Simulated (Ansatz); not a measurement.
`[OH][Sn]([F])[Br]` radical, relaxed with UKS PBE0-D4/def2-TZVP in Ansatz from a GFN2-xTB geometry. The force threshold is 0.005 eV/Å; the program also tests the step.

Total charge 0; spin multiplicity 2. Sn takes the def2 core potential.

Start:

```xyz
5

O    -0.266   -1.274    0.689
Sn    0.570    0.587    0.305
F    -1.161    1.731   -0.140
Br    2.030    0.301   -1.847
H    -1.172   -1.346    0.992
```

```csv
step,energy (eV),largest force (eV/Å),largest move (Å)
1,-80649.2187,2.455,0.000
2,-80649.7427,0.513,0.174
3,-80649.7558,0.128,0.036
4,-80649.7568,0.012,0.016
5,-80649.7571,0.009,0.016
6,-80649.7571,0.019,0.015
7 (rejected),-80649.7566,0.151,0.008
8,-80649.7571,0.001,0.001
```

End:

```xyz
5

O    -0.230   -1.242    0.688
Sn    0.526    0.520    0.285
F    -1.052    1.547   -0.129
Br    1.919    0.350   -1.771
H    -1.162   -1.175    0.927
```

It took 57 s on 2 threads of an AMD EPYC 7R13 on a shared host, with 0.61 GiB of host memory at the peak.
